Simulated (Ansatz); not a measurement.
`C[Si@H]1N[C@@H]1[GaH2]` at its PBE0-D4/def2-TZVP geometry, where that method's forces vanish. Charge 0, multiplicity 1.

```xyz
13

C    -0.6162   -0.6108    2.0809
Si   -0.3055    0.4712    0.6025
N     1.2787    0.8097    0.0227
C     0.5965   -0.2103   -0.8644
Ga    0.0044    0.2880   -2.6396
H    -1.6180   -1.0459    2.0379
H     0.1103   -1.4249    2.1188
H    -0.5430   -0.0357    3.0076
H    -1.2735    1.5843    0.4768
H     2.1051    0.4602    0.4886
H     0.8693   -1.2548   -0.6900
H    -0.6396   -0.8217   -3.5523
H     0.0316    1.7907   -3.0896
```

What forces (eV/Å) does PBE-D4/def2-TZVPP give on these atoms in Ansatz? (Estimate.)

Computed: 
```
C1  -0.006  0.002 -0.035
Si2 -0.374  0.041  0.230
N3   0.177  0.387 -0.170
C4   0.081 -0.102 -0.218
Ga5 -0.023  0.013 -0.115
H6  -0.193 -0.092  0.007
H7   0.135 -0.159  0.013
H8   0.012  0.105  0.178
H9  -0.098  0.132 -0.023
H10  0.295 -0.117  0.175
H11  0.042 -0.231  0.011
H12 -0.049 -0.064 -0.042
H13 -0.001  0.084 -0.012
```
